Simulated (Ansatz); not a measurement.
Isolated molecules relaxed with PBE0-D4/def2-TZVP in Ansatz; ΔE leaves out vibrations. CBS: MP2 limit from def2 TZ/QZ plus the TZ coupled-cluster correction, frozen cores. DFT in def2-TZVPP. B3LYP here is the variant with VWN-RPA as its local correlation; programs differ in this. For Ge outer-core shells are correlated without core-valence functions, which leaves a few kJ/mol of doubt a bond. Scalar relativity is left out up to krypton. One conformer a species, not always the lowest.

Reaction (redistribution): `[F][Al]([Cl])[GeH3]` + `CS[SiH](F)S` → `C[S][Al]([F])[Cl]` + `F[SiH](S)[GeH3]`

| level | ΔE (kJ/mol) |
| --- | --- |
| B3LYP-D4 | -17.0 |
| PBE | -15.9 |
| SCS-MP2/def2-QZVPP | -17.8 |
| HF/CBS(def2) | -20.6 |

(1) What does CCSD(T)/CBS give? (Best estimate.)

Largest T1 diagnostic among the species: 0.012.

Results:

(1) Ansatz gave: -17.1 kJ/mol. The listed levels differ from it by 0.1, 1.2, -0.7, -3.5 kJ/mol.

In def2-TZVPP, CCSD(T) changes the Hartree–Fock value by +3.1 kJ/mol (the triples alone add +0.5 kJ/mol) and MP2 by +3.9 kJ/mol.
